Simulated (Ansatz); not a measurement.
`CO[Si](N)(F)F` + H₂ → `N[SiH](F)F` + CH₃OH at 500 K and 1 bar (hydrogenolysis of the Si–O bond).

Program: Ansatz. Geometries: PBE0-D4/def2-TZVP. ΔE: electronic, gas phase. CBS: MP2 limit from def2 TZ/QZ plus the TZ coupled-cluster correction, frozen cores. This one scheme is used for every species. One conformer a species, not always the lowest.

```tsv
species	CCSD(T)/CBS energy (Eh)	H − E (kJ/mol)	S (J/(mol·K))
`CO[Si](N)(F)F`	-659.82910	250.9	446.3
H₂	-1.17544	41.0	145.5
`N[SiH](F)F`	-545.34917	143.1	355.2
CH₃OH	-115.61712	157.0	265.4
```

H − E and S are ideal-gas, rigid-rotor, harmonic terms from PBE0-D4/def2-TZVP, for one conformer and one mirror image of each species. The MP2-based limit puts H₂ 0.8 mEh under its directly extrapolated value; such offsets cancel only in part. 1 Eh = 2625.50 kJ/mol, R = 8.31446 J/(mol·K).

Q: By hand: ΔE, ΔH, ΔS and ΔG.

A: ΔE = (-545.34917) + (-115.61712) − (-659.82910) − (-1.17544) = 0.03825 Eh = 100.4 kJ/mol. Δ(H − E) = 143.1 + 157.0 − 250.9 − 41.0 = 8.2, so ΔH = 108.6 kJ/mol. ΔS = 355.2 + 265.4 − 446.3 − 145.5 = 28.8 J/(mol·K). ΔG = 108.6 − 500 × (28.8)/1000 = 94.2 kJ/mol.

Q: By hand: the equilibrium constant, and the temperature at which ΔG would vanish if ΔH and ΔS stayed fixed.

A: log₁₀ K = −ΔG/(RT ln 10) = -9.8. ΔG = 0 at ΔH/ΔS = 3771 K, far beyond where these terms or the molecules hold.

ΔH outweighs TΔS. A doubt of 5 kJ/mol in ΔE shifts log₁₀ K by 0.5 here. Other conformers and mirror images would add mixing entropy, several J/(mol·K) or more a flexible species. These are equilibria of isolated gas molecules and say nothing of rates. Largest T1 diagnostic: 0.011 (customary marks: 0.02 for closed shells, 0.045 for open ones).
